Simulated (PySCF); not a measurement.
silylsulfanylsilane (H₆SSi₂), SMILES [SiH3]S[SiH3]. Atoms are numbered in the order given.

```xyz
9

Si    -1.6407     0.0000     0.4150
S      0.0000     0.0000    -0.9981
Si     1.6407     0.0000     0.4150
H     -1.6075     1.2249     1.2882
H     -2.8932    -0.0069    -0.4108
H     -1.5996    -1.2184     1.2970
H      1.5996     1.2184     1.2970
H      2.8932     0.0069    -0.4108
H      1.6075    -1.2249     1.2882
```
Charge 0, spin multiplicity 1.

Geometry: PBE-D3(BJ)/def2-SVP.

The numbers are results of PySCF with TDDFT-LC-ωPBE/def2-SVPD, not measurements.

Vertical excitations. The molecule is in vacuum. State labels are in the subgroup C2.

Computed excitation energies, oscillator strengths and character:
```tsv
state	symmetry	energy (eV)	λ (nm)	f	main pairs
S1	B	6.42	193	0.023	HOMO→LUMO 92 %
S2	A	6.58	188	0.000	HOMO→LUMO+1 71 %, HOMO→LUMO+9 20 %
S3	B	6.89	180	0.000	HOMO→LUMO+3 82 %
S4	B	7.70	161	0.028	HOMO→LUMO+4 82 %
S5	B	7.87	157	0.001	HOMO→LUMO+2 70 %, HOMO→LUMO+3 13 %
S6	A	7.95	156	0.087	HOMO−1→LUMO 85 %
S7	B	8.33	149	0.000	HOMO−2→LUMO 55 %, HOMO−1→LUMO+1 19 %
S8	A	8.46	147	0.000	HOMO→LUMO+7 52 %, HOMO−3→LUMO 31 %
S9	A	8.53	145	0.014	HOMO−1→LUMO+3 74 %
S10	A	8.68	143	0.003	HOMO→LUMO+5 80 %
T1	B	5.92	210	0	HOMO→LUMO 87 %
T2	A	6.16	201	0	HOMO→LUMO+1 67 %, HOMO→LUMO+9 20 %
T3	B	6.67	186	0	HOMO→LUMO+3 83 %
T4	B	7.04	176	0	HOMO→LUMO+4 69 %, HOMO−1→LUMO+1 13 %
```
Triplets are in the Tamm–Dancoff approximation, which puts them higher than full response would, so one can lie above its singlet here.
